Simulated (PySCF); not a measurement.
Isomers of C9H14Si, mass 150.086 u with the commonest isotopes. Method used: PBE0/pcSseg-1 in PySCF (dipole) on a GFN2-xTB geometry, gas phase. One conformer each, none proved a minimum here; rigid rotors.

Question: Order these by rotational constant B, largest first.
A. `[CH3:1][CH2:2][C:3]1=[CH:4][SiH2:5][CH:6]=[C:7]1[CH:8]1[CH2:9][CH2:10]1` with C1–C2–C3–C4 -5°, C6–C7–C8–C9 95°
B. `[CH3:1][CH2:2][CH2:3][C:4]#[C:5][C:6]1=[CH:7][SiH2:8][C@H:9]1[CH3:10]` with C1–C2–C3–C4 -64°
C. `[CH2:1]=[C:2]([CH3:3])[C@@H:4]1[CH2:5][SiH2:6][C@H:7]1[C:8]#[C:9][CH3:10]` with C1–C2–C4–C5 48°, C2–C4–C5–Si6 -130°, C4–C5–Si6–C7 7°, C5–Si6–C7–C8 -125°, C2–C4–C7–Si6 132°
D. `[CH2:1]=[C:2]([CH3:3])[C:4]1=[CH:5][SiH2:6][C@H:7]2[CH2:8][C@@H:9]1[CH2:10]2` with C1–C2–C4–C5 141°

Answer: A (1015 MHz), D (874.8 MHz), C (797.9 MHz), B (484.1 MHz).

Question: Order these by rotational constant A, largest first.
A. `[CH3:1][CH2:2][CH2:3][C:4]#[C:5][C:6]1=[CH:7][SiH2:8][C@H:9]1[CH3:10]` with C1–C2–C3–C4 -64°
B. `[CH2:1]=[C:2]([CH3:3])[C:4]1=[CH:5][SiH2:6][C@H:7]2[CH2:8][C@@H:9]1[CH2:10]2` with C1–C2–C4–C5 141°
C. `[CH2:1]=[C:2]([CH3:3])[C@@H:4]1[CH2:5][SiH2:6][C@H:7]1[C:8]#[C:9][CH3:10]` with C1–C2–C4–C5 48°, C2–C4–C5–Si6 -130°, C4–C5–Si6–C7 7°, C5–Si6–C7–C8 -125°, C2–C4–C7–Si6 132°

Answer: A (2600 MHz), B (2079 MHz), C (1311 MHz).

Question: Order these by out-of-plane moment Σ m c² = (Ia + Ib − Ic)/2, largest first.
A. `[CH2:1]=[C:2]([CH3:3])[C@@H:4]1[CH2:5][SiH2:6][C@H:7]1[C:8]#[C:9][CH3:10]` with C1–C2–C4–C5 48°, C2–C4–C5–Si6 -130°, C4–C5–Si6–C7 7°, C5–Si6–C7–C8 -125°, C2–C4–C7–Si6 132°
B. `[CH2:1]=[C:2]([CH3:3])[C:4]1=[CH:5][SiH2:6][C@H:7]2[CH2:8][C@@H:9]1[CH2:10]2` with C1–C2–C4–C5 141°
C. `[CH3:1][CH2:2][CH2:3][C:4]#[C:5][C:6]1=[CH:7][SiH2:8][C@H:9]1[CH3:10]` with C1–C2–C3–C4 -64°

Answer: B (57.11 u·Å²), A (52.04 u·Å²), C (23.19 u·Å²).

| SMILES | point group | Ia (u·Å²) | Ib (u·Å²) | Ic (u·Å²) | κ | μa (D) | μb (D) | μc (D) |
| --- | --- | --- | --- | --- | --- | --- | --- | --- |
| CCCC#CC1=C[SiH2][C@H]1C | C1 | 194.37 | 1043.89 | 1191.89 | -0.94 | 1.20 | 0.32 | 0.04 |
| C=C(C)C1=C[SiH2][C@H]2C[C@@H]1C2 | C1 | 243.07 | 577.71 | 706.55 | -0.77 | 0.46 | 0.48 | 0.22 |
| C=C(C)[C@@H]1C[SiH2][C@H]1C#CC | C1 | 385.55 | 633.42 | 914.89 | -0.35 | 0.19 | 0.11 | 0.55 |
| CCC1=C[SiH2]C=C1C1CC1 | C1 | 389.26 | 497.78 | 840.48 | 0.19 | 0.80 | 0.85 | 0.06 |
